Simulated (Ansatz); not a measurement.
`C[Si](C)(C)P` and `C[Si](C)(P)Cl` differ in one atom or group.

Ansatz, PBE0-D4/def2-TZVP geometries, multiplicity 1. Each molecule was computed in one conformer, which needn't be the lowest.

```tsv
property	`C[Si](C)(C)P`
size of the dipole moment (B3LYP/def2-TZVPP) / D	1.46
LUMO energy (B3LYP/def2-TZVPP) / eV	0.27
HOMO energy (B3LYP/def2-TZVPP) / eV	-6.83
size of the dipole moment (PBE/def2-TZVPP) / D	1.49
HOMO–LUMO gap (PBE0/def2-TZVPP) / eV	7.60
HOMO–LUMO gap (B3LYP/def2-TZVPP) / eV	7.09
```

Question: Give the same properties after the change, and the shifts. (Best estimate.)

Answer: Ansatz gave: 
| property | `C[Si](C)(P)Cl` | shift |
| --- | --- | --- |
| size of the dipole moment (B3LYP/def2-TZVPP) / D | 2.30 | 0.84 |
| LUMO energy (B3LYP/def2-TZVPP) / eV | 0.11 | -0.16 |
| HOMO energy (B3LYP/def2-TZVPP) / eV | -7.24 | -0.41 |
| size of the dipole moment (PBE/def2-TZVPP) / D | 2.29 | 0.80 |
| HOMO–LUMO gap (PBE0/def2-TZVPP) / eV | 7.79 | 0.19 |
| HOMO–LUMO gap (B3LYP/def2-TZVPP) / eV | 7.35 | 0.26 |

With PBE0 the HOMO falls by 0.42 eV and the LUMO falls by 0.22 eV, so the gap widens by about 0.20 eV. PBE moves the HOMO by -0.40 eV and ωB97M-V by -0.41 eV. The zero-point energy changes by -91.5 kJ/mol with -9 modes. Dipoles are sizes alone; their direction can turn.

Positive LUMOs are unbound, so they and the gaps depend on the basis.

B3LYP here is the variant with VWN-RPA as its local correlation; programs differ in this.
